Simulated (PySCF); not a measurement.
**Dipole response of Co²⁺ (cobalt, charge +2)**

[Ar] 3d7, high-spin 4F determinant. All numbers are calculated (PySCF 2.14, the non-relativistic Hamiltonian (point nucleus), in aug-cc-pVQZ (9s8p6d4f3g2h, 140 functions)). Coupled (time-dependent) response in atomic units; α is the mean over directions.

```tsv
method	mean α (bohr³)	C₆ (like pair)	S(−4)
PBE	3.687	10.53	7.766
```

S(−4) is the Cauchy moment in α(ω) = α(0) + S(−4) ω² + …

α(iu) at PBE:

```tsv
u (hartree)	α(iu) (bohr³)
0	3.687
0.0500	3.668
0.100	3.612
0.200	3.417
0.300	3.163
0.500	2.654
0.750	2.156
1.00	1.795
1.50	1.315
2.00	1.012
3.00	0.6539
5.00	0.3384
```

For an ion, C₆ is the dispersion term alone; charge-induced terms of lower order in 1/R come first.
